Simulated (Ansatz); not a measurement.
```yaml
crystal:
  periodic: [false, false, false]
  atoms:
    - {symbol: C, position_ang: [-0.436171, 0.987267, -0.344642]}
    - {symbol: O, position_ang: [-0.678439, -0.220409, 0.208718]}
    - {symbol: Ge, position_ang: [0.478047, -1.472616, 0.073711]}
    - {symbol: H, position_ang: [-0.578944, 0.972093, -1.387234]}
    - {symbol: H, position_ang: [0.541311, 1.328667, -0.147807]}
    - {symbol: H, position_ang: [-1.112858, 1.674376, 0.068233]}
    - {symbol: H, position_ang: [1.816644, -0.873215, 0.366533]}
    - {symbol: H, position_ang: [0.058921, -2.451074, 1.108823]}
basis:
  gaussian: {orbitals: ANO-RCC-VTZP}
magnetization: {spin_polarized: true, initial_magnetization: 1}
hamiltonian: {xc: {name: wB97}}
output: {forces: true}
```

```sh
$ ansatz run in.yaml --threads 4 --pin off --events-out ev --progress --plain --max-ram 10444MiB
```

Output, abridged:

```
Functional definition: wB97
1169 factors; their error is unknown
404 factors; integrals over basis functions are off by at most 6.3e-5 eV
mean field evaluation 1: about -60280.1901 eV, gradient 3.2e1 eV
mean field evaluation 2: about -60278.6960 eV, gradient 4.1e1 eV
mean field evaluation 4: about -60284.0084 eV, gradient 1.4e0 eV
mean field evaluation 8: about -60284.0207 eV, gradient 6.4e-2 eV
mean field evaluation 16: about -60283.9876 eV, gradient 1.1e-4 eV
mean field -60283.98759404 eV, -2215.3956821267 hartree, gradient 5.1e-5 eV, S^2 0.752855; 0 other end points of the search recorded, 0 dependent functions left out
reference -60283.98757905 eV, -2215.3956815758 hartree; 26, 25 occupied and 147, 148 virtual orbitals, 1169 factors
Total energy: -60283.98757905 eV, -2215.3956815758 hartree
Relativity: scalar
Atom 0 at    -0.436171     0.987267    -0.344642 Å, force    -0.012537     0.824510    -0.315001 eV/Å
Atom 1 at    -0.678439    -0.220409     0.208718 Å, force    -1.693067    -1.009790     1.163098 eV/Å
Atom 2 at     0.478047    -1.472616     0.073711 Å, force     0.853694    -1.457183    -0.685952 eV/Å
Atom 3 at    -0.578944     0.972093    -1.387234 Å, force    -0.218681     0.058453    -1.689716 eV/Å
Atom 4 at     0.541311     1.328667    -0.147807 Å, force     1.581189     0.611580     0.291153 eV/Å
Atom 5 at    -1.112858     1.674376     0.068233 Å, force    -1.043683     1.248880     0.584757 eV/Å
Atom 6 at     1.816644    -0.873215     0.366533 Å, force     0.745847     0.338318     0.117128 eV/Å
Atom 7 at     0.058921    -2.451074     1.108823 Å, force    -0.212764    -0.614768     0.534531 eV/Å
Dipole moment:     0.164559     0.095996    -0.090702 e Å
```

It took 13 s on 4 threads of an Arm Neoverse V1 on a shared host, with 0.53 GiB of host memory at the peak.
